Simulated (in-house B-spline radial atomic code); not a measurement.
Relativistic effects in Cr IV (Cr3+), [Ar] 3d3: non-relativistic Hartree-Fock (point nucleus) against Dirac-Hartree-Fock (Fermi nucleus of rms radius 3.6452 fm), both averages of the configuration, computed with a B-spline radial code for spherical atoms.

| orbital | ε NR (Eh) | ε Dirac (Eh) | <r> NR (bohr) | <r> Dirac (bohr) | change of <r> (%) |
| --- | --- | --- | --- | --- | --- |
| 1s1/2 | -221.94 | -223.67 | 0.06415 | 0.06351 | -1.0 |
| 2s1/2 | -27.802 | -28.154 | 0.294 | 0.291 | -1.0 |
| 2p1/2 | -23.729 | ? | 0.26 | ? | ? |
| 2p3/2 | -23.729 | -23.677 | 0.26 | 0.2598 | -0.1 |
| 3s1/2 | -4.7941 | -4.8495 | 0.8949 | 0.8878 | -0.8 |
| 3p1/2 | -3.5307 | ? | 0.9434 | ? | ? |
| 3p3/2 | -3.5307 | -3.5261 | 0.9434 | 0.9432 | 0.0 |
| 3d3/2 | -1.7901 | -1.7823 | 1.092 | 1.094 | +0.2 |
| 3d5/2 | -1.7901 | -1.7786 | 1.092 | 1.097 | +0.5 |

(1) What happens to 2p1/2?

(2) What happens to 3p1/2?

(3) What explains the pattern of contraction and expansion?

(4) By how much does the total energy change?

Results:

(1) Its energy goes to -24.001 hartree and <r> to 0.2571 bohr (-1.14 %).

(2) Its energy goes to -3.5679 hartree and <r> to 0.9358 bohr (-0.81 %).

(3) Expansion is seen in 3d3/2, 3d5/2. The s and p1/2 orbitals contract directly, screen the nucleus better, and so push out orbitals that have little density near the nucleus; spin-orbit coupling adds to this for j = l + 1/2 and opposes it for j = l - 1/2.

(4) By -6.4627 hartree, from -1041.375 to -1047.838.
